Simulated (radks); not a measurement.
Pt2.25+, configuration 1s1.75 2s2 2p6 3s2 3p6 3d10 4s2 4p6 4d10 4f14 5s2 5p6 5d8 (fractional occupations, a model configuration).

All-electron calculation, Dirac Kohn-Sham, LDA (Slater exchange, Perdew-Wang correlation), spin-unpolarised, spherical densities, finite nucleus; open shells fill j = l - 1/2 first; Fermi nuclear charge, rms radius 5.427 fm. Program: a radial shooting solver on a logarithmic mesh with Libxc functionals.

Energy parts (hartree):
| part | energy |
|---|---|
| total | -17711.4146 |
| kinetic | 20191.0565 |
| electron-nucleus | -44612.8655 |
| Hartree | 7049.0740 |
| exchange-correlation | -338.6794 |

Orbitals (lengths in bohr, moments of r in powers of bohr):
| orbital | occ. | eigenvalue (hartree) | <r^2> | <r> |
|---|---|---|---|---|
| 1s1/2 | 1.75 | -2885.915 | 0.0004058 | 0.01714 |
| 2s1/2 | 2 | -508.5958 | 0.006122 | 0.07156 |
| 2p1/2 | 2 | -488.6575 | 0.004326 | 0.05886 |
| 2p3/2 | 4 | -424.5110 | 0.005512 | 0.06729 |
| 3s1/2 | 2 | -120.2982 | 0.03977 | 0.1862 |
| 3p1/2 | 2 | -111.0893 | 0.03621 | 0.1762 |
| 3p3/2 | 4 | -96.98059 | 0.04264 | 0.1917 |
| 3d3/2 | 4 | -81.27712 | 0.03272 | 0.1669 |
| 3d5/2 | 6 | -78.22132 | 0.03448 | 0.1717 |
| 4s1/2 | 2 | -26.58666 | 0.1935 | 0.4137 |
| 4p1/2 | 2 | -22.63825 | 0.1972 | 0.4161 |
| 4p3/2 | 4 | -19.26350 | 0.2304 | 0.4501 |
| 4d3/2 | 4 | -12.70272 | 0.2443 | 0.4594 |
| 4d5/2 | 6 | -12.07178 | 0.2562 | 0.4707 |
| 5s1/2 | 2 | -4.68766 | 1.004 | 0.9458 |
| 4f5/2 | 6 | -3.65985 | 0.3138 | 0.5078 |
| 4f7/2 | 8 | -3.52944 | 0.3229 | 0.5151 |
| 5p1/2 | 2 | -3.40843 | 1.182 | 1.022 |
| 5p3/2 | 4 | -2.83751 | 1.419 | 1.120 |
| 5d3/2 | 4 | -1.12186 | 2.613 | 1.497 |
| 5d5/2 | 4 | -1.06323 | 2.800 | 1.549 |

The highest occupied level is 5d5/2 at -28.932 eV. The electron density at the nucleus is 1.768e+06 e/bohr^3.
